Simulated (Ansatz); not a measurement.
Cost and result for the atomization energy of `F[SiH]1[CH2][GaH][NH]1` (10 atoms, 10 bonds).

```
atom   x (Å)   y (Å)   z (Å)
  F1   0.745  -1.583  -1.639
 Si2   0.833  -0.336  -0.633
  C3  -0.673   0.765  -0.725
 Ga4  -0.965   0.260   1.179
  N5   0.575  -0.768   1.006
  H6   2.153   0.279  -0.922
  H7  -0.487   1.827  -0.891
  H8  -1.444   0.434  -1.422
  H9  -1.853   0.480   2.431
 H10   1.116  -1.358   1.616
```

The species carries charge 0 and has multiplicity 1. Correlated methods include outer-core shells of Ga, which these sets cover unevenly. Scalar relativity is left out up to krypton. The structure was optimised at the PBE0-D4/def2-TZVP level. Program: Ansatz. All runs use 4 threads of an Arm Neoverse V2 on a shared host. Times are those of one run each, without the atoms' runs, and a repeat can differ threefold. Electronic energies, without spin–orbit coupling; frozen cores. CCSD(T)/CBS adds CCSD(T) − MP2 in def2-TZVPP to the MP2 limit, and its time is that of the two runs behind it. T1 = 0.014. With those shells the extrapolation isn't a true limit. B3LYP takes the VWN-RPA correlation (the form of Gaussian; ORCA's B3LYP/G). HSE06 is the plane-wave form, built on full-range PBE exchange.

CCSD(T)/CBS is a level of theory with its own doubt, some kJ/mol a heavy atom from the limit and from the frozen cores, so smaller differences don't rank the functionals.

| level | functions | wall time | atomization (kcal/mol) | difference from CCSD(T)/CBS | per bond |
| --- | --- | --- | --- | --- | --- |
| LDA (SPW92)/def2-TZVPP | 253 | 1.5 s | 976.6 | 117.5 | 11.8 |
| revPBE-D4/def2-TZVPP | 253 | 2.5 s | 841.9 | -17.2 | -1.7 |
| PBE0-D4/def2-TZVPP | 253 | 3.7 s | 850.8 | -8.3 | -0.8 |
| BHLYP-D4/def2-TZVPP | 253 | 3.9 s | 827.3 | -31.8 | -3.2 |
| HSE06-D4/def2-TZVPP | 253 | 4 s | 851.3 | -7.8 | -0.8 |
| CAM-B3LYP-D4/def2-TZVPP | 253 | 4.5 s | 856.9 | -2.2 | -0.2 |
| B3LYP-D4/def2-TZVPP (with forces) | 253 | 6 s | 848.9 | -10.2 | -1.0 |
| r2SCANh-D4/def2-TZVPP | 253 | 7 s | 850.6 | -8.5 | -0.8 |
| CCSD(T)/def2-SVP | 117 | 8.5 s | 793.1 | -66.0 | -6.6 |
| ωB97M-V/def2-TZVPP (with forces) | 253 | 14 s | 856.4 | -2.7 | -0.3 |
| MP2/def2-QZVPP | 480 | 27 s | 867.9 | 8.8 | 0.9 |
| CCSD(T)/def2-TZVPP | 253 | 3.8 min | 835.4 | -23.7 | -2.4 |
| CCSD(T)/CBS(def2) | – | 4.2 min | 859.1 | 0.0 | 0.0 |

Leaving LDA and LC-ωPBE aside and taking each functional with its dispersion term where it has one, the values, not all of them listed here, spread over 37.1 kcal/mol, from BHLYP-D4 to PBE-D4. LDA lies +118.1 kcal/mol from PBE without D4, its usual overbinding. From BLYP to BHLYP (50 % exact exchange), in def2-TZVPP and without D4, the atomization energy moves by −14.0 kcal/mol: exact exchange takes away binding that semilocal exchange gives to molecules. At CCSD(T), def2-SVP lies −66.0 kcal/mol from the extrapolated value and def2-TZVPP −23.7 kcal/mol: correlation converges slowly with the basis, and small sets miss more of it in the bonded molecule than in its fragments.
